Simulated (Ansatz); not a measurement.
The cluster V4O3, relaxed as a singlet with RKS PBE-D4/def2-SVP in Ansatz, starting from the GFN1-xTB geometry. Force threshold 0.02 eV/Å.

The restricted singlet is unstable towards broken spin symmetry at other levels; at PBE-D4/def2-SVP this wasn't settled. The relaxation made no stability test and no search for a lower SCF solution. No other spin state of charge 0 was run. Another isomer (singlet) lies 0.05 eV lower at PBE0-D4/def2-TZVP; other spin states weren't run for this one.

Start:

```csv
atom,x (Å),y (Å),z (Å)
V1,0.776,-1.405,-0.776
V2,0.202,-0.082,1.769
V3,0.693,1.516,-0.633
V4,-2.999,-0.050,-0.646
O5,0.224,1.410,0.984
O6,0.308,-1.487,0.842
O7,0.794,0.098,-1.540
```

```
         step   energy (eV)  largest force component (eV/Å)  SCF passes
            1  -108838.4863                           2.334         389
            2  -108839.2235                           1.538         257
            3  -108839.9314                           1.839         204
            4  -108840.7798                           2.268         143
            5  -108842.4964                           3.512         252
            6  -108844.6818                           3.483          71
            7  -108846.7359                           2.904          68
            8  -108848.1387                           1.362          56
            9  -108848.7182                           1.336          55
           10  -108849.0277                           1.044          46
11 (rejected)  -108849.0238                           1.534          47
           12  -108849.1740                           0.407          46
           13  -108849.2507                           0.273          48
           14  -108849.2982                           0.382          47
           15  -108849.3202                           0.091          35
           16  -108849.3219                           0.043          30
           17  -108849.3220                           0.005          30
```

Force components are those of the run's own axes.

End:

```csv
atom,x (Å),y (Å),z (Å)
V1,0.107,-1.151,-0.743
V2,-0.355,-0.075,1.326
V3,0.051,1.223,-0.625
V4,-1.809,-0.024,-0.391
O5,0.438,1.539,1.115
O6,0.515,-1.619,0.957
O7,1.053,0.106,-1.639
```

Bonds formed: V1–V4, V2–V4, V3–V4 (atoms count from 1).

No frequencies were taken in this run, so the end may be a saddle point.

Hardware: 4 threads of Arm Neoverse V2 on a shared host. Wall time 88 s, peak host memory 0.57 GiB.
